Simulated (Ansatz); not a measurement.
Geometry optimisation, Ansatz 0.2.0, RKS B3LYP-D4/def2-SVP.

Input file:

```yaml
crystal:
  periodic: [false, false, false]
  atoms:
    - { symbol: "N", position_ang: [-0.6265, 1.3988, -0.2036] }
    - { symbol: C, position_ang: [-0.0484, 0.2366, 0.2227] }
    - { symbol: "N", position_ang: [1.1248, 0.5263, 0.9301] }
    - { symbol: "N", position_ang: [0.3095, -0.6018, -0.8656] }
    - { symbol: Si, position_ang: [-0.8669, -1.4513, 0.1087] }
    - { symbol: H, position_ang: [-0.0003, 1.9867, -0.7678] }
    - { symbol: H, position_ang: [-0.8038, 2.0336, 0.6074] }
    - { symbol: H, position_ang: [1.5099, -0.29, 1.4368] }
    - { symbol: H, position_ang: [1.8947, 0.6753, 0.289] }
    - { symbol: H, position_ang: [-0.2815, -0.2828, -1.6491] }
    - { symbol: H, position_ang: [-2.0322, -1.6858, -0.7532] }
    - { symbol: H, position_ang: [-0.1024, -2.6008, 0.6785] }
basis:
  gaussian: { orbitals: def2-SVP }
hamiltonian:
  xc: b3lyp
  dispersion: d4
relax:
  f_tol: 0.015
  max_steps: 40
```

Launched with:

```bash
$ ansatz run input.yaml --threads 2 --pin off --max-ram 3072MiB --backend cpu --events-out ev --progress --plain --runs-dir out
```

Task: Where does it end, and by what steps?

Result: The run converged. After 13 steps the energy has fallen by 1.055 eV; H11 moved furthest, 0.58 Å.

```csv
step,energy less start (eV),largest force component (eV/Å),accepted
0,0.0000,3.805,yes
1,-0.8525,1.011,yes
2,-0.9717,0.740,yes
3,-1.0225,0.537,yes
4,-1.0415,0.262,yes
5,-1.0429,0.256,yes
6,-1.0501,0.106,yes
7,-1.0520,0.129,yes
8,-1.0540,0.113,yes
9,-1.0532,0.214,no
10,-1.0549,0.042,yes
11,-1.0549,0.056,no
12,-1.0550,0.021,yes
13,-1.0551,0.007,yes
```

```xyz
12
Properties=species:S:1:pos:R:3
N -0.711 1.346 -0.222
C 0.091 0.199 0.124
N 1.193 0.491 1.005
N 0.368 -0.683 -1.043
Si -0.802 -1.440 0.023
H -0.140 2.014 -0.752
H -0.985 1.832 0.633
H 1.621 -0.367 1.350
H 1.928 0.974 0.475
H 0.125 -0.298 -1.956
H -2.254 -1.430 -0.284
H -0.356 -2.695 0.681
```

Whether the end is a true minimum wasn't checked by a vibrational analysis.

The run took 68 s on 2 threads of Arm Neoverse N1 (shared host), peak memory 0.24 GiB.
